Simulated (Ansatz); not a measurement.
`[BH2-]1[NH2+][BH2-][NH2+]1`, charge 0, multiplicity 1.

Task: Give a relaxed structure at PBE0-D4/def2-TZVP (Ansatz 0.2.0). (An estimate is asked.)

Result: Computed: 
```xyz
12

B    -0.5294   -0.6692    0.7032
N    -0.9918    0.2017   -0.5547
B     0.5296    0.6683   -0.7039
N     0.9915   -0.2005    0.5556
H    -1.0238   -0.2737    1.7297
H    -0.6562   -1.8515    0.5016
H    -1.6469    0.9412   -0.3447
H    -1.3539   -0.3305   -1.3330
H     1.0229    0.2693   -1.7296
H     0.6583    1.8509   -0.5055
H     1.6481   -0.9392    0.3475
H     1.3515    0.3332    1.3339
```
Point group D2h.
This is one stationary point; other conformers may exist.
